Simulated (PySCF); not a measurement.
Excitation energy of Nb+ by level of theory

Nb+ [Kr] 4d4 (5D) → Nb+ [Kr] 4d3 5s1 (5F), as a difference of total energies. Computed with PySCF 2.14 in aug-cc-pwCVDZ-PP with ECP28MDF (6s6p5d3f, 70 functions), with scalar relativity through the core potential. Correlated levels: valence and next inner shell: nothing frozen outside the core potential. The calculations carry no spin-orbit coupling.

```json
{"method": "UHF", "excitation energy (eV)": "0.052", "error (eV)": "-0.274"}
{"method": "MP2 (valence and next inner shell)", "excitation energy (eV)": "0.167", "error (eV)": "-0.159"}
{"method": "SCS-MP2 (valence and next inner shell)", "excitation energy (eV)": "0.082", "error (eV)": "-0.244"}
{"method": "CCSD (valence and next inner shell)", "excitation energy (eV)": "0.102", "error (eV)": "-0.224"}
{"method": "CCSD(T) (valence and next inner shell)", "excitation energy (eV)": "0.101", "error (eV)": "-0.225"}
```

Reference: 0.326 eV (measured; NIST levels, between the centres of gravity of the two terms).

Errors of the correlated levels include the incompleteness of this basis.
